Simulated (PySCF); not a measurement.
Gas-phase reaction: SbH3 + 3 HCl = SbCl3 + 6 H

Method: PySCF energies plus ideal-gas RRHO corrections (1 bar). † marks an energy on the PBE0/def2-TZVP geometry and frequencies; other levels use their own. MP2 freezes the core. Open shells (unrestricted): H (multiplicity 2); the rest are closed-shell singlets. B3LYP is the form with VWN-RPA correlation. Sb: scalar-relativistic def2 core potential, no spin-orbit coupling. MP2 isn't extrapolated to the basis-set limit; its ΔH°(298 K) is 1043.6 kJ in def2-SVP and 1059.0 kJ in def2-TZVPP. The harmonic model lacks anharmonicity and excited electronic states, which grow with temperature; levels with a mode under 35 cm⁻¹ are left out. Soft modes under 120 cm⁻¹ make the harmonic entropy rough for SbCl3.

| level | ΔE electronic, kJ | ΔH°(298 K), kJ | ΔS°(298 K), J/K | ΔG°(1400 K), kJ |
|---|---|---|---|---|
| B3LYP/def2-TZVP† | 1213 | 1136 | 235 | 741 |
| BLYP/def2-TZVP† | 1188 | 1111 | 235 | 716 |
| M06-2X/def2-TZVP† | 1145 | 1068 | 235 | 673 |
| MP2/def2-SVP† | 1120 | 1044 | 235 | 649 |
| PBE/def2-SVP | 1127 | 1054 | 237 | 656 |
| PBE0/def2-QZVP† | 1156 | 1079 | 235 | 684 |
| ωB97M-V/def2-TZVP† | 1192 | 1115 | 235 | 720 |
ΔH° is lowest at MP2/def2-SVP† and highest at B3LYP/def2-TZVP†. No reference value is set beside these.
